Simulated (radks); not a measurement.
All-electron atom: the dysprosium ion Dy51+ in [Ne] 3s2 3p3. Calculated with a radial shooting solver on a logarithmic mesh with Libxc functionals: Dirac Kohn-Sham, PBE, spin-unpolarised, spherical densities, finite nucleus; open shells fill j = l - 1/2 first; Fermi nuclear charge, rms radius 5.2218 fm.

Unscreened Slater integrals over Kohn-Sham orbitals (eV). Large and small components are both included.

\begin{tabular}{lr}
integral & value \\ \hline
F0(3p3/2,3p3/2) & 115.28 \\
F2(3p3/2,3p3/2) & 57.497 \\
F0(3p3/2,3p1/2) & 118.10 \\
G2(3p3/2,3p1/2) & 57.760 \\
F0(3p3/2,3s1/2) & 114.50 \\
G1(3p3/2,3s1/2) & 73.831 \\
F0(3p3/2,2p3/2) & 152.34 \\
F2(3p3/2,2p3/2) & 40.052 \\
G0(3p3/2,2p3/2) & 16.010 \\
G2(3p3/2,2p3/2) & 17.658 \\
F0(3p1/2,3p1/2) & 121.24 \\
F0(3p1/2,3s1/2) & 117.21 \\
G1(3p1/2,3s1/2) & 73.191 \\
F0(3p1/2,2p3/2) & 158.85 \\
G2(3p1/2,2p3/2) & 17.444 \\
F0(3s1/2,3s1/2) & 114.01 \\
F0(3s1/2,2p3/2) & 148.97 \\
G1(3s1/2,2p3/2) & 15.377 \\
F0(2p3/2,2p3/2) & 308.87 \\
F2(2p3/2,2p3/2) & 147.29 \\
\end{tabular}
